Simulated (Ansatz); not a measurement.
`[OH][GeH]([OH])[OH]` → `[OH][GeH]` + `OO` at 298.15 K and 1 bar (germylene formation by 1,1-elimination).

Isolated molecules relaxed with PBE0-D4/def2-TZVP in Ansatz; ΔE leaves out vibrations. CBS: MP2 limit from def2 TZ/QZ plus the TZ coupled-cluster correction, frozen cores. This one scheme is used for every species. For Ge outer-core shells are correlated without core-valence functions, which leaves a few kJ/mol of doubt a bond. Scalar relativity is left out up to krypton. One conformer a species, not always the lowest.

| species | CCSD(T)/CBS energy (Eh) | H − E (kJ/mol) | S (J/(mol·K)) |
| --- | --- | --- | --- |
| `[OH][GeH]([OH])[OH]` | -2304.12563 | 149.2 | 336.3 |
| `[OH][GeH]` | -2152.47759 | 63.5 | 255.1 |
| `OO` | -151.44260 | 81.6 | 226.7 |

H − E and S are ideal-gas, rigid-rotor, harmonic terms from PBE0-D4/def2-TZVP, for one conformer and one mirror image of each species. 1 Eh = 2625.50 kJ/mol, R = 8.31446 J/(mol·K).

By hand: ΔE, ΔH, ΔS and ΔG.

ΔE = (-2152.47759) + (-151.44260) − (-2304.12563) = 0.20544 Eh = 539.4 kJ/mol. Δ(H − E) = 63.5 + 81.6 − 149.2 = -4.1, so ΔH = 535.3 kJ/mol. ΔS = 255.1 + 226.7 − 336.3 = 145.5 J/(mol·K). ΔG = 535.3 − 298.15 × (145.5)/1000 = 491.9 kJ/mol.

By hand: the equilibrium constant, and the temperature at which ΔG would vanish if ΔH and ΔS stayed fixed.

log₁₀ K = −ΔG/(RT ln 10) = -86.2. ΔG = 0 at ΔH/ΔS = 3679 K, far beyond where these terms or the molecules hold.

The number of gas molecules changes by +1, which sets the sign of ΔS. A doubt of 5 kJ/mol in ΔE shifts log₁₀ K by 0.9 here. Other conformers and mirror images would add mixing entropy, several J/(mol·K) or more a flexible species. These are equilibria of isolated gas molecules and say nothing of rates. Largest T1 diagnostic: 0.016 (customary marks: 0.02 for closed shells, 0.045 for open ones).
